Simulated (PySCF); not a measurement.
Working out the ionisation energy of Pt

Pt [Xe] 4f14 5d9 6s1 (3D) → Pt⁺ [Xe] 4f14 5d9 (2D). Computed with PySCF 2.14 in aug-cc-pVTZ-PP with ECP60MDF, with scalar relativity through the core potential. Frozen: 5s2 5p6. Energies in hartree (1 hartree = 27.21139 eV):

```
            part   Pt (lower)  Pt⁺ (upper)
             UHF  -118.515886  -118.237756
CCSD correlation    -0.305417    -0.262086
             (T)    -0.015411    -0.011645
```

Question: What does Hartree-Fock give?

Answer: (-118.237756) − (-118.515886) = 0.278130 hartree = 7.568 eV.

Question: What do CCSD and CCSD(T) give?

Answer: The CCSD correlation energies differ by 0.043331 hartree = 1.179 eV and the triples by 0.003766 hartree = 0.102 eV, so CCSD gives 8.747 eV and CCSD(T) 8.849 eV.

Reference: 8.959 eV (measured; NIST Atomic Spectra Database, ionization energies), between the lowest levels; spin-orbit coupling is absent from the calculation.

What remains against the reference includes basis incompleteness, the frozen core and higher excitations.
